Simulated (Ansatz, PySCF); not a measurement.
Isomers of H7NSi2. All species are isolated molecules in the gas phase. One relaxed conformer stands for each flexible species; it need not be the lowest. Strings in code marks are SMILES.

Quantity: electronic energy of isomers of H7NSi2 relative to `[SiH3]N[SiH3]`, in kcal/mol.

Level 1: frozen-core CCSD(T)/cc-pVDZ // PBE0-D3(BJ)/def2-TZVP (Ansatz, an electronic-structure program)
Level 2: PBE-D3(BJ)/def2-TZVP // PBE0-D3(BJ)/def2-TZVP (PySCF)
Level 3: BP86/6-31G* // PBE0-D3(BJ)/def2-TZVP (PySCF)
Level 4: PBE/6-31G* // PBE0-D3(BJ)/def2-TZVP (PySCF)

```json
[
 {"species": "`N[SiH2][SiH3]`", "level 1": "10.7", "level 2": "9.08", "level 3": "8.92", "level 4": "7.86"}
]
```
